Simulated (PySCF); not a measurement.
A PySCF script (with the pyscf-properties extension) for the NMR shieldings of SMILES [SiH2](C)S[Si@@H]1NC[Si@@H]1[SiH3], C₂H₁₃NSSi₄, on a GFN2-xTB geometry:

```python
import basis_set_exchange as bse
import numpy as np
from pyscf import gto, dft
from pyscf.prop import nmr

atoms = """
C     3.832910    0.363450   -1.017407
Si    2.156897   -0.150286   -0.313367
S     1.589950    1.405036    1.042515
Si   -0.381967    0.830452    1.735430
N    -0.576259   -0.876115    1.743136
C    -1.876390   -1.220702    1.185351
Si   -2.274553    0.508861    0.409862
Si   -2.475837    0.498009   -1.898707
H     4.227131   -0.403679   -1.676466
H     3.754414    1.285786   -1.585157
H     4.555007    0.528991   -0.223289
H     1.134476   -0.254006   -1.354662
H     2.255376   -1.410139    0.420456
H    -0.374900    1.512328    3.034875
H    -0.113963   -1.571656    2.307191
H    -1.782458   -2.056470    0.485756
H    -2.581995   -1.527515    1.964929
H    -3.486496    1.009744    1.095195
H    -3.075338    1.755116   -2.353379
H    -3.327186   -0.579408   -2.416505
H    -1.187742    0.369146   -2.586232
"""
names = dict.fromkeys(["C", "Si", "S", "N", "H"], "pcSseg-1")
basis = {el: gto.basis.parse(bse.get_basis(n, elements=[el], fmt="nwchem")) for el, n in names.items()}
mol = gto.M(atom=atoms, basis=basis, charge=0, verbose=0)
mf = dft.RKS(mol, xc="PBE0")
mf.grids.level = 2
mf.grids.alignment = dft.numint.BLKSIZE   # the property module wants whole blocks of grid points
mf.conv_tol = 1e-9
mf.kernel()

calc = nmr.RKS(mf)   # GIAO
C = mf.mo_coeff
Co = C[:, mf.mo_occ > 0]
resp = mf.gen_response(singlet=True, hermi=2)
def vind(x):   # induced exchange potential for any number of trial vectors
    d = np.einsum("pi,xij,qj->xpq", C, 2 * x.reshape(-1, C.shape[1], Co.shape[1]), Co, optimize=True)
    return np.einsum("xpq,pi,qj->xij", resp(d - d.transpose(0, 2, 1)), C, Co, optimize=True).ravel()
mo1, _ = nmr.rhf.solve_mo1(calc, with_cphf=vind)
sigma = calc.kernel(mo1)
for i, s in enumerate(sigma):   # ppm
    w = np.linalg.eigvalsh((s + s.T) / 2)
    print("%2d %-2s iso %8.1f  s11 %8.1f  s22 %8.1f  s33 %8.1f" % (i, mol.atom_pure_symbol(i), w.mean(), *w))
```

Q: Give the expected output.

A: 
```
 0 C  iso    190.9  s11    186.9  s22    188.2  s33    197.6
 1 Si iso    381.2  s11    348.2  s22    379.3  s33    416.0
 2 S  iso    714.4  s11    585.1  s22    702.1  s33    856.1
 3 Si iso    344.4  s11    293.2  s22    340.9  s33    399.1
 4 N  iso    213.1  s11    161.0  s22    200.9  s33    277.3
 5 C  iso    152.0  s11    131.4  s22    138.0  s33    186.4
 6 Si iso    399.5  s11    327.2  s22    396.9  s33    474.4
 7 Si iso    461.3  s11    444.4  s22    458.6  s33    480.9
 8 H  iso     31.4  s11     26.5  s22     27.9  s33     39.8
 9 H  iso     31.2  s11     26.4  s22     29.3  s33     37.8
10 H  iso     31.2  s11     26.2  s22     29.3  s33     38.1
11 H  iso     26.5  s11     21.3  s22     26.7  s33     31.6
12 H  iso     26.8  s11     22.2  s22     26.6  s33     31.6
13 H  iso     25.3  s11     20.6  s22     24.1  s33     31.0
14 H  iso     31.0  s11     21.8  s22     28.9  s33     42.2
15 H  iso     28.6  s11     24.9  s22     26.3  s33     34.5
16 H  iso     28.3  s11     23.8  s22     26.3  s33     34.7
17 H  iso     27.0  s11     23.7  s22     25.2  s33     32.2
18 H  iso     28.1  s11     24.7  s22     25.5  s33     34.2
19 H  iso     28.0  s11     24.6  s22     25.5  s33     33.8
20 H  iso     27.8  s11     23.3  s22     27.3  s33     32.7
```

These numbers come from an equivalent density-fitted implementation of the same equations, which agrees with the script to about 0.01 ppm for H and up to a few tenths of a ppm for heavy atoms, so last digits may differ.

Q: Turn these shieldings into chemical shifts. References, each an isolated molecule treated in the same way: 13C (σ = 186.93 ppm), 29Si (σ = 349.16 ppm), 1H (σ = 31.72 ppm) vs TMS; 33S (σ = 503.73 ppm) against CS2; 15N (σ = 267.73 ppm) vs NH3.

A: Averaging equivalent atoms: C 5: 35.0; C 0: -4.0; Si 3: 4.8; Si 1: -32.0; Si 6: -50.3; Si 7: -112.1; S 2: -211; N 4: 54.7; H 13: 6.47; H 11: 5.17; H 12: 4.92; H 17: 4.71; H 18/19/20: 3.76; H 16: 3.46; H 15: 3.14; H 14: 0.75; H 8/9/10: 0.46 ppm. Experimental scales use liquid or dissolved standards, which lie at an offset from isolated NH3 (liquid NH3: subtract about 20 ppm).

Size and cost of the density-fitted run: 236 basis functions, 110 s wall time on 1 thread of an Arm Neoverse N1, shared host; peak memory 1.1 GiB.
